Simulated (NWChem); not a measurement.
System: ZrHSCl3; SMILES [SH][Zr]([Cl])([Cl])[Cl]

```xyz
6

Zr     0.0009     0.0068    -0.0497
Cl    -1.8762    -1.3067    -0.4817
Cl     1.9013    -1.2945    -0.4110
Cl     0.0187     1.9762    -1.2823
S     -0.0453     0.6850     2.2677
H     -0.0559    -0.6076     2.6802
```
Atoms are numbered in this order, from 1.

All runs: NWChem. The geometry was optimised at PBE0/def2-SVP. Not confirmed as a minimum by frequencies. def2 effective core potentials on Zr; no spin-orbit coupling.

Question: What does the run give for TPSS/def2-SVP? Quantities: highest occupied level (eV); orbital gap (eV); dipole (D).

Answer: 
| Item | Result |
|---|---|
| highest occupied level (eV) | -7.19 |
| orbital gap (eV) | 3.71 |
| dipole (D) | 0.76 |
